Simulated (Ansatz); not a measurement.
Start from `[F][GeH2][C]1=CC1` and change one atom or group to get `SC1=CC1`.

Ansatz, PBE0-D4/def2-TZVP geometries, multiplicity 1. Each molecule was computed in one conformer, which needn't be the lowest.

Scalar relativity is left out up to krypton.

| property | `[F][GeH2][C]1=CC1` |
| --- | --- |
| zero-point energy (PBE0-D4/def2-TZVP) / kJ/mol | 172.4 |
| LUMO energy (ωB97M-V/def2-TZVPP) / eV | 1.49 |
| HOMO–LUMO gap (PBE0/def2-TZVPP) / eV | 6.90 |
| HOMO–LUMO gap (ωB97M-V/def2-TZVPP) / eV | 11.24 |
| HOMO energy (B3LYP/def2-TZVPP) / eV | -7.32 |
| size of the dipole moment (ωB97M-V/def2-TZVPP) / D | 1.80 |

(1) What does the change do to each property? (Estimate.)

Results:

(1) Computed: 
```json
{"property": "zero-point energy (PBE0-D4/def2-TZVP) / kJ/mol", "`SC1=CC1`": "148.6", "shift": "-23.8"}
{"property": "LUMO energy (ωB97M-V/def2-TZVPP) / eV", "`SC1=CC1`": "2.21", "shift": "0.72"}
{"property": "HOMO–LUMO gap (PBE0/def2-TZVPP) / eV", "`SC1=CC1`": "6.65", "shift": "-0.25"}
{"property": "HOMO–LUMO gap (ωB97M-V/def2-TZVPP) / eV", "`SC1=CC1`": "10.74", "shift": "-0.50"}
{"property": "HOMO energy (B3LYP/def2-TZVPP) / eV", "`SC1=CC1`": "-6.23", "shift": "1.09"}
{"property": "size of the dipole moment (ωB97M-V/def2-TZVPP) / D", "`SC1=CC1`": "0.50", "shift": "-1.30"}
```

With PBE0 the HOMO rises by 1.09 eV and the LUMO rises by 0.84 eV, so the gap narrows by about 0.25 eV. PBE moves the HOMO by 1.03 eV and ωB97M-V by 1.20 eV. The zero-point energy changes by -23.8 kJ/mol with -6 modes. Dipoles are sizes alone; their direction can turn.

B3LYP here is the variant with VWN-RPA as its local correlation; programs differ in this.
